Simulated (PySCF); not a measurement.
Ge(H)2, H2Ge, SMILES [GeH2], singlet at its B3LYP/def2-SVP optimised geometry (Å):

```
3

Ge    -0.7918    -0.8020     0.0000
H     -0.8123     0.8020     0.0000
H      0.8123    -0.8020     0.0000
```

Level of theory: B3LYP/def2-TZVP run with PySCF. Cells within 0.4 Å of a nucleus heavier than hydrogen are left out (blank, or x).

Map of the electron localisation function on the plane z = 0.0 Å:

```
|000000000000000000000000000|
|000000000000000000000000000|
|000000012332100000000000000|
|000001467887631000000000000|
|000025899999974100000000000|
|000158999999997310000000000|
|000379999999998410000000000|
|001479999999998410000000000|
|001379999999998410000000000|
|001369999999997310000000000|
|000258999999985211111100000|
|001246899999963223455310000|
|001235788888643357888751000|
|112445542212344789999984000|
|235666411221136999999996100|
|467776215xx5128999999997200|
|57888622xxxx318999999998300|
|78998722xxxx318999999998300|
|799998424xx5128999999997200|
|899999732232147999999996100|
|899999974222456899999984000|
|799999998766655679999851000|
|589999999987643346777520000|
|379999999988642222333100000|
|147999999987531101110000000|
|014789999886421000000000000|
|001367888764210000000000000|
```
Scale: ten equal steps from 0.000 (start of '0') to 1.000 (end of '9'), in the order '0123456789'; x runs from -3.00 to 3.00, y from -3.00 (bottom) to 3.00 (top).
